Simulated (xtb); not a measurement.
B(F)2(OSiH3) (BF2H3OSi), SMILES FB(F)O[SiH3]. All values are semi-empirical tight-binding results from xtb (GFN2-xTB unless named), good for trends rather than for accurate numbers. Geometry: GFN2-xTB. One conformer was computed; it need not be the lowest.

Optimised geometry:

Bonds (Å): B1–F2 1.322, B1–F3 1.328, B1–O4 1.298, O4–Si5 1.637, Si5–H6 1.462, Si5–H7 1.460, Si5–H8 1.460. Bond angles (°): F2–B1–F3 114.6, F2–B1–O4 122.0, F3–B1–O4 123.4, B1–O4–Si5 149.7, O4–Si5–H6 110.4, O4–Si5–H7 102.6, O4–Si5–H8 102.6, H6–Si5–H7 112.6, H6–Si5–H8 112.6, H7–Si5–H8 114.9.
Charge 0, spin multiplicity 1.

```
Quantity                                         Value
---------------------------------------  -------------
point group as xtb finds it                         Cs
orbital gap                                    6.37 eV
dipole moment                                   2.92 D
zero-point energy                        23.4 kcal/mol
G − E(el) at 298.15 K (modified RRHO)     3.8 kcal/mol
static polarisability (D4 model)            52.6 bohr³
solvation energy, GFN2-xTB/ALPB(water)   -0.9 kcal/mol
solvation energy, GFN2-xTB/ALPB(ch2cl2)  -3.1 kcal/mol
```

Computed atomic charges and the Wiberg bond orders between heavy atoms:
charges (e) B1 0.63, F2 -0.28, F3 -0.29, O4 -0.42, Si5 0.52, H6 -0.06, H7 -0.05, H8 -0.05. Bond orders B1–F2 1.02, B1–F3 1.00, B1–O4 1.26, O4–Si5 0.94.
